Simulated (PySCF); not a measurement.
**Fe (iron, neutral): r2SCAN calculation**

Configuration: [Ar] 3d6 4s2, high-spin 5D determinant. All numbers are calculated (PySCF 2.14, the spin-free X2C one-electron Hamiltonian (Gaussian nucleus), in cc-pVTZ-DK).

| Item | Value |
| --- | --- |
| Total energy | -1272.587 hartree |
| One-electron energy | -1756.934 hartree |
| Hartree (Coulomb) energy | 540.533 hartree |
| Exchange-correlation energy | -56.186 hartree |
| ⟨S²⟩ | 6.0198 |
| ⟨L²⟩ | 7.867 |
| Sum of ⟨r⟩ | 21.37 bohr |
| Sum of ⟨r²⟩ | 37.58 bohr² |
| Traceless quadrupole moment −½Σ⟨3z² − r²⟩ along its main axis | 1.85 e·bohr² |
| Langevin diamagnetic susceptibility | -29.8 ×10⁻⁶ cm³/mol |
| Time after the integrals | 9.1 s of wall time on 1 thread of Neoverse-N1 (shared host) |

```tsv
shell	electrons	mean orbital energy (eV)	spread (eV)	rms radius, mean of both spins (bohr)
1s α	1	-7015.4	0	0.0675
1s β	1	-7015.4	0	0.0675
2s α	1	-827.04	0	0.289
2s β	1	-824.86	0	0.289
2p α	3	-702.82	0.498	0.261
2p β	3	-701.14	0.166	0.261
3s α	1	-97.532	0	0.873
3s β	1	-92.119	0	0.873
3p α	3	-62.260	1.166	0.936
3p β	3	-56.952	0.540	0.936
3d α	5	-7.915	1.718	1.36
4s α	1	-5.524	0	3.10
3d β	1	-4.682	0	1.36
4s β	1	-4.545	0	3.10
```

⟨L²⟩ = 7.87 against 6 for a pure D term, so this real determinant mixes terms. The s, p, d and f populations moved away from the nominal configuration during the SCF.

Densities and radii are taken from the X2C orbitals without a picture-change correction, which distorts them close to the nucleus.
